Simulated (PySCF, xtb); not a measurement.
CH₃Li, SMILES [Li][CH3].

Harmonic wavenumbers (cm⁻¹) from GFN2-xTB in xtb at its own minimum, in rising order: 303, 303, 546, 1262, 1533, 1534, 2903, 2905, 2938.

Question: What does PBE-D3(BJ)/def2-TZVPD (PySCF) give at its own minimum? (Estimate from the structure and the level; the computed values follow.)

Answer: 426, 426, 622, 1038, 1392, 1392, 2910, 2981, 2981. Paired by order, the mean absolute difference is 106 cm⁻¹ and the zero-point energies are 20.3 and 20.3 kcal/mol.
